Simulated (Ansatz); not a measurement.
Ansatz (a quantum-chemistry and plane-wave program) input (CCSD(T)/6-31G*):

Ansatz 0.2 input:
```yaml
crystal:
  periodic: [false, false, false]
  atoms:
    - {symbol: C, position_ang: [-1.61285901, 0.83703928, 0.45638298]}
    - {symbol: O, position_ang: [-0.85301094, -0.36059163, 0.28809469]}
    - {symbol: B, position_ang: [0.43433490, -0.30838912, -0.11807530]}
    - {symbol: O, position_ang: [1.14566325, -1.47371516, -0.27304858]}
    - {symbol: O, position_ang: [1.07816873, 0.87513053, -0.38853069]}
    - {symbol: H, position_ang: [-1.15940129, 1.48397756, 1.20900781]}
    - {symbol: H, position_ang: [-1.68949748, 1.38551876, -0.48377337]}
    - {symbol: H, position_ang: [-2.60634414, 0.53934519, 0.78480894]}
    - {symbol: H, position_ang: [1.99415419, 0.78427850, -0.67008817]}
basis:
  gaussian:
    orbitals: 6-31G*
magnetization: {spin_polarized: true, initial_magnetization: 1}
correlation: {method: ccsd_t, electrons: outside_noble_gas}
```

Output:

```
Functional definition: HF
integrals: 0.12 GiB planned
789 factors; integrals over basis functions are off by at most 9.3e-4 eV
0.31 GiB of device memory are held for the factors and their scratch space
mean field: 0.31 GiB planned
mean field evaluation 1: about -7867.8932 eV, gradient 3.9e1 eV
mean field evaluation 2: about -7867.9379 eV, gradient 3.9e1 eV
mean field evaluation 4: about -7877.5050 eV, gradient 8.8e0 eV
mean field evaluation 8: about -7879.0831 eV, gradient 7.4e-1 eV
mean field evaluation 16: about -7879.0972 eV, gradient 1.3e-6 eV
mean field evaluation 32: about -7867.8918 eV, gradient 3.9e1 eV
mean field evaluation 64: about -7879.0972 eV, gradient 3.5e-6 eV
mean field evaluation 96: about -7876.6798 eV, gradient 1.8e1 eV
mean field evaluation 128: about -7879.0892 eV, gradient 4.9e-1 eV
mean field evaluation 160: about -7879.5927 eV, gradient 1.4e-2 eV
mean field evaluation 192: about -7879.5927 eV, gradient 6.5e-4 eV
mean field -7879.59267398 eV, -289.5696897890 hartree, gradient 2.0e-6 eV, S^2 0.755917; 8 other end points of the search recorded, 0 dependent functions left out
determinant -7879.59267398 eV, -289.5696897890 hartree, with singles and doubles -7899.32954189 eV, -290.2950063064 hartree
determinant -7879.09721531 eV, -289.5514820188 hartree, with singles and doubles -7898.86008656 eV, -290.2777541416 hartree
determinant -7879.59267398 eV, -289.5696897890 hartree, with singles and doubles -7899.33202254 eV, -290.2950974688 hartree
determinant -7879.09721531 eV, -289.5514820188 hartree, with singles and doubles -7898.86387096 eV, -290.2778932157 hartree
5 core orbitals not correlated
reference -7879.59267398 eV, -289.5696897890 hartree; 15, 14 occupied and 63, 64 virtual orbitals, 789 factors
second order -18.71479894 eV of doubles, -0.00000000 eV of singles
coupled cluster: 1.01 GiB planned
cycle   1  -19.73935926 eV  change   -1.1e-5 eV  update   4.0e-6
perturbative correction -0.45579418 eV, -0.0167501272 hartree
Total energy: -7899.78782742 eV, -290.3118479893 hartree
```

It need not be the lowest isomer of its formula.
